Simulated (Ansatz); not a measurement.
Cl$_{2}$F$_{2}$H$_{2}$In$_{2}$, SMILES `[F][In@H-]1[Cl+][In@@H-]([F])[Cl+]1`, 8 atoms. The species carries charge 0 and has multiplicity 1. Correlated methods include outer-core shells of In, which these sets cover unevenly. In takes the def2 core potential. Hardware: A = 2 threads of an AMD EPYC 7R13 on a shared host and a share of an NVIDIA H100 80 GB; B = 2 threads of an AMD EPYC 7R13 on a shared host. Correlated methods freeze the cores. Open-shell runs search over several starts.

Question: How many basis functions does each run have, and how long does it take in Ansatz? RKS ωB97M-V/def2-QZVPP energy [A]; UKS ωB97M-V/def2-TZVPP energy of the cation [A]; UKS B2PLYP (frozen core)/def2-TZVPP energy of the cation [A]; RKS PBE0-D4/def2-QZVPP energy [A]; RKS PBE0-D4/def2-SVP energy [B]; RHF-CCSD(T)/def2-SVP energy [A]; RKS PBE-QIDH (frozen core)/def2-TZVPP energy [A]; RKS r2SCANh-D4/def2-TZVPP energy [A]; direct RPA on PBE orbitals/def2-TZVPP energy [A]; UKS ωB97X-V/def2-TZVPP energy of the cation [A]; UKS PBE0-D4/def2-TZVPP energy of the cation [A]; RKS B97M-V/def2-TZVPP energy [A]. (Best estimate.)

Answer: The calculation gave: Other jobs shared the machine, so times are rough.

```csv
level,job,functions,wall time,peak host memory (GiB)
RHF-CCSD(T)/def2-SVP,energy [A],126,1.9 s,0.81
RKS PBE-QIDH (frozen core)/def2-TZVPP,energy [A],274,2.8 s,1.3
RKS B97M-V/def2-TZVPP,energy [A],274,2.8 s,0.96
RKS r2SCANh-D4/def2-TZVPP,energy [A],274,3.2 s,0.9
RKS PBE0-D4/def2-SVP,energy [B],126,3.8 s,0.55
RKS PBE0-D4/def2-QZVPP,energy [A],478,6.5 s,1.1
direct RPA on PBE orbitals/def2-TZVPP,energy [A],274,7.5 s,1.3
RKS ωB97M-V/def2-QZVPP,energy [A],478,11 s,1.2
UKS ωB97X-V/def2-TZVPP,energy of the cation [A],274,13 s,1.2
UKS PBE0-D4/def2-TZVPP,energy of the cation [A],274,13 s,0.94
UKS B2PLYP (frozen core)/def2-TZVPP,energy of the cation [A],274,13 s,1.3
UKS ωB97M-V/def2-TZVPP,energy of the cation [A],274,17 s,1.2
```
